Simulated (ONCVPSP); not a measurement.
# Scattering properties, ONCV potential for O

oxygen (O), optimised norm-conserving Vanderbilt (ONCV), made with ONCVPSP 4.0.1 (LDA (Perdew-Wang 92), scalar-relativistic). Core [He], reference 2s2 2p2 (charge +2). Waves: 2s: rc 0.75 bohr, ncon 5, nbas 9, qcut 10 1/bohr, local; 2p: rc 1.80 bohr, ncon 4, nbas 8, qcut 6.4 1/bohr, 2 projectors, debl 0.6 Ha; d scattering state at 0.12 Ha: rc 1.75 bohr, ncon 4, nbas 8, qcut 6 1/bohr, 2 projectors, debl 0.3 Ha. Local part: the s channel. Core correction: Teter function, fcfact 5.25, rcfact 1.35.

In the p channel the program set the typed energies aside and used -1.593, 0.250 Ha.

The phase is arctan(r·R′/R) of the radial function R(r), unwrapped; energies in Ha, scanned from -4 to 5 Ha. A pole is an energy at which the radial function vanishes at the test radius. The pseudo phase is shifted by a multiple of π to meet the all-electron one at the reference energy, and phase errors are pseudo minus all-electron; the curves can meet again beyond the range given. Levels narrower than the energy grid can be missing from the lists of poles.

```tsv
channel	radius (bohr)	reference energy (Ha)	poles, all-electron	poles, pseudo	unbroken range about the reference energy with phases within 0.05 rad	phase error 1 Ha above the reference energy (rad)
s	0.76	-2.13	none	none	the whole range	-0.001
p	1.82	-1.59	-1.33, 3.40	-1.33, 3.53	below 5.0	+0.000
d	1.78	0.12	2.14	2.14	below 4.3	-0.000
```

Phases in the s channel:

```tsv
E (Ha)	all-electron	pseudo
-3.98	-0.049	-0.053
-3.74	-0.131	-0.135
-3.50	-0.213	-0.216
-3.26	-0.295	-0.297
-3.02	-0.375	-0.377
-2.78	-0.453	-0.453
-2.54	-0.527	-0.527
-2.30	-0.597	-0.597
-2.06	-0.663	-0.663
-1.82	-0.725	-0.725
-1.58	-0.782	-0.782
-1.34	-0.835	-0.836
-1.10	-0.884	-0.885
-0.86	-0.930	-0.931
-0.62	-0.972	-0.973
-0.38	-1.010	-1.013
-0.14	-1.046	-1.049
0.10	-1.079	-1.083
0.34	-1.110	-1.114
0.58	-1.139	-1.143
0.82	-1.165	-1.170
1.06	-1.190	-1.195
1.30	-1.213	-1.219
1.54	-1.234	-1.241
1.78	-1.255	-1.262
2.02	-1.274	-1.282
2.26	-1.292	-1.300
2.50	-1.308	-1.317
2.74	-1.324	-1.334
2.98	-1.339	-1.349
3.22	-1.353	-1.364
3.46	-1.367	-1.379
3.70	-1.380	-1.392
3.94	-1.392	-1.405
4.18	-1.404	-1.417
4.42	-1.415	-1.429
4.66	-1.426	-1.441
4.90	-1.436	-1.452
```
